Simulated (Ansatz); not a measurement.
`C[O][Sn][NH2]` + H–F → `[NH2][Sn][F]` + CH₃OH at 298.15 K and 1 bar (ligand exchange at the Sn–O bond).

Program: Ansatz. Geometries: PBE0-D4/def2-TZVP. ΔE: electronic, gas phase. CBS: MP2 limit from def2 TZ/QZ plus the TZ coupled-cluster correction, frozen cores. This one scheme is used for every species. def2 core potentials past Kr. For Sn outer-core shells are correlated without core-valence functions, which leaves a few kJ/mol of doubt a bond. One conformer a species, not always the lowest.

| species | CCSD(T)/CBS energy (Eh) | H − E (kJ/mol) | S (J/(mol·K)) |
| --- | --- | --- | --- |
| `C[O][Sn][NH2]` | -384.99617 | 193.1 | 342.2 |
| H–F | -100.39570 | 33.5 | 173.6 |
| `[NH2][Sn][F]` | -369.78999 | 83.8 | 297.9 |
| CH₃OH | -115.61712 | 146.3 | 238.2 |

H − E and S are ideal-gas, rigid-rotor, harmonic terms from PBE0-D4/def2-TZVP, for one conformer and one mirror image of each species. 1 Eh = 2625.50 kJ/mol, R = 8.31446 J/(mol·K).

**Question.** By hand: ΔE, ΔH, ΔS and ΔG.

**Answer.** ΔE = (-369.78999) + (-115.61712) − (-384.99617) − (-100.39570) = -0.01524 Eh = -40.0 kJ/mol. Δ(H − E) = 83.8 + 146.3 − 193.1 − 33.5 = 3.5, so ΔH = -36.5 kJ/mol. ΔS = 297.9 + 238.2 − 342.2 − 173.6 = 20.3 J/(mol·K). ΔG = -36.5 − 298.15 × (20.3)/1000 = -42.6 kJ/mol.

**Question.** By hand: the equilibrium constant, and the temperature at which ΔG would vanish if ΔH and ΔS stayed fixed.

**Answer.** log₁₀ K = −ΔG/(RT ln 10) = 7.5. ΔH and −TΔS have one sign here, so there is no such temperature.

ΔH outweighs TΔS. A doubt of 5 kJ/mol in ΔE shifts log₁₀ K by 0.9 here. Other conformers and mirror images would add mixing entropy, several J/(mol·K) or more a flexible species. These are equilibria of isolated gas molecules and say nothing of rates. Largest T1 diagnostic: 0.017 (customary marks: 0.02 for closed shells, 0.045 for open ones).
